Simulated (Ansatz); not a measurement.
`C#[C][Ga]([Cl])[Cl]` + HBr → `[Cl][Ga]([Cl])[Br]` + `C#C` at 700 K and 1 bar (ligand exchange at a Ga–C bond).

Isolated molecules relaxed with PBE0-D4/def2-TZVP in Ansatz; ΔE leaves out vibrations. CCSD(T)/CBS is the MP2 limit (def2-TZVPP, def2-QZVPP) plus CCSD(T) − MP2 in def2-TZVPP, frozen cores. This one scheme is used for every species. For Br, Ga outer-core shells are correlated without core-valence functions, which leaves a few kJ/mol of doubt a bond. Scalar relativity is left out up to krypton.

```tsv
species	CCSD(T)/CBS energy (Eh)	H − E (kJ/mol)	S (J/(mol·K))
`C#[C][Ga]([Cl])[Cl]`	-2920.25663	119.2	444.6
HBr	-2573.91920	36.5	223.7
`[Cl][Ga]([Cl])[Br]`	-5416.98025	59.3	414.3
`C#C`	-77.22717	102.1	244.4
```

H − E and S are ideal-gas, rigid-rotor, harmonic terms from PBE0-D4/def2-TZVP. 1 Eh = 2625.50 kJ/mol, R = 8.31446 J/(mol·K).

By hand: ΔE, ΔH, ΔS and ΔG.

ΔE = (-5416.98025) + (-77.22717) − (-2920.25663) − (-2573.91920) = -0.03159 Eh = -82.9 kJ/mol. Δ(H − E) = 59.3 + 102.1 − 119.2 − 36.5 = 5.7, so ΔH = -77.2 kJ/mol. ΔS = 414.3 + 244.4 − 444.6 − 223.7 = -9.6 J/(mol·K). ΔG = -77.2 − 700 × (-9.6)/1000 = -70.5 kJ/mol.

By hand: the equilibrium constant, and the temperature at which ΔG would vanish if ΔH and ΔS stayed fixed.

log₁₀ K = −ΔG/(RT ln 10) = 5.3. ΔG = 0 at ΔH/ΔS = 8042 K, far beyond where these terms or the molecules hold.

The number of gas molecules stays the same, so ΔS is small and ΔH decides. A doubt of 5 kJ/mol in ΔE shifts log₁₀ K by 0.4 here. These are equilibria of isolated gas molecules and say nothing of rates. Largest T1 diagnostic: 0.013 (customary marks: 0.02 for closed shells, 0.045 for open ones).
